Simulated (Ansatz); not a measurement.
Reaction (cleavage of the Si–Si bond): `N[SiH](F)[Si](N)(O)O` + CH₃OH → `CO[Si](N)(O)O` + `N[SiH2]F`

Gas-phase electronic energies from Ansatz, PBE0-D4/def2-TZVP geometries. CBS: MP2 limit from def2 TZ/QZ plus the TZ coupled-cluster correction, frozen cores. This one scheme is used for every species. Functionals use def2-TZVPP. B3LYP here is the variant with VWN-RPA as its local correlation; programs differ in this. Each species was taken in one conformer, which may not be the lowest.

(1) Is it downhill or uphill in electronic energy at CCSD(T)/CBS, and by how much? (Best estimate.)

(2) What do these levels give: PBE-D4, B3LYP-D4, ωB97X-V, ωB97M-V, PBE, B3LYP, MP2/def2-TZVPP, SCS-MP2/def2-TZVPP, CCSD/def2-TZVPP, CCSD(T)/def2-TZVPP, SCS-MP2/def2-QZVPP, HF/CBS(def2)? (Estimate.)

Largest T1 diagnostic among the species: 0.012.

## Answers

(1) Ansatz gave: Downhill: ΔE = -33.0 kcal/mol.

(2) The calculation gave: PBE-D4 -25.8, B3LYP-D4 -31.5, ωB97X-V -32.0, ωB97M-V -33.7, PBE -26.4, B3LYP -32.5, MP2/def2-TZVPP -35.0, SCS-MP2/def2-TZVPP -35.4, CCSD/def2-TZVPP -34.6, CCSD(T)/def2-TZVPP -33.7, SCS-MP2/def2-QZVPP -35.2, HF/CBS(def2) -40.1 kcal/mol.

The D4 term adds +1.0 kcal/mol with B3LYP and +0.6 kcal/mol with PBE0; it sums over pairs of atoms, weighted by their polarisabilities, and B3LYP, whose exchange is more repulsive, gets the larger term. From PBE to PBE0 (25 % exact exchange), in def2-TZVPP and without D4, ΔE moves by −3.0 kcal/mol.
